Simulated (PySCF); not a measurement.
Two-dimensional NMR puzzle

Compound of formula C$_{4}$H$_{12}$Si$_{3}$. Correlations simulated from computed shifts and the bond graph:

HSQC (one-bond C–H):
```tsv
δH	δC
2.09	6.3
0.35	-8.2
```

COSY cross peaks (H two or three bonds apart, from the bond graph; peaks can be absent where the dihedral angle is near 90°):
```tsv
δH	δH
4.45	4.36
4.45	3.94
4.36	3.94
3.94	3.50
3.94	0.35
```

HMBC (two and three bonds, from the bond graph):
```tsv
δH	δC
4.45	116.3, 78.7, -8.2
4.36	116.3, 78.7, -8.2
3.94	78.7, -8.2
3.50	-8.2
2.09	116.3, 78.7
```

Carbons without hydrogens: δ 116.3, 78.7.

PySCF 2.14 calculation with NMR shieldings at PBE0/pcSseg-1/GIAO and geometry from GFN2-xTB; equivalent nuclei averaged, no relativistic terms, one computed conformer, isolated molecule.

δ = σ(ref) − σ, references computed at the same level: 1H, 13C against TMS.

Exchangeable hydrogens are left out of these lists.

Work out the connectivity.

Answers

`CC#C[SiH2][Si@@H](C)[SiH3]`.

Numbering as in the mapped SMILES `[CH3:1][C:2]#[C:3][SiH2:4][Si@@H:5]([CH3:6])[SiH3:7]`; H(Xn) means a hydrogen on atom n. Ha(Si4) is pro-R; Hb(Si4) is pro-S.

1. δC 116.3 is C2, an alkyne carbon.
2. δC 78.7 is C3, an alkyne carbon.
3. δC 6.3 is C1, a propargylic methyl carbon (δH 2.09).
4. δC -8.2 is C6, a methyl carbon bonded to Si (δH 0.35).
5. HMBC from δH 4.45 reaches the proton-free carbons C2, C3.
6. HMBC from δH 4.36 reaches the proton-free carbons C2, C3.
7. HMBC from δH 3.94 reaches the proton-free carbon C3.
8. HMBC from δH 2.09 reaches the proton-free carbons C2, C3.
9. COSY links 4.45–4.36, 4.45–3.94, 4.36–3.94, 3.94–3.50, 3.94–0.35.

The shifts were computed for this structure.

Shifts are as computed. Against solution values, carbons near 30 ppm lie about +3 ppm off and those near 130 ppm about +5 ppm. Of 1211 compounds with measured shifts, 218 miss one by over three times the rms of a fit or turn the order of signals round; such compounds aren't used in these exercises.
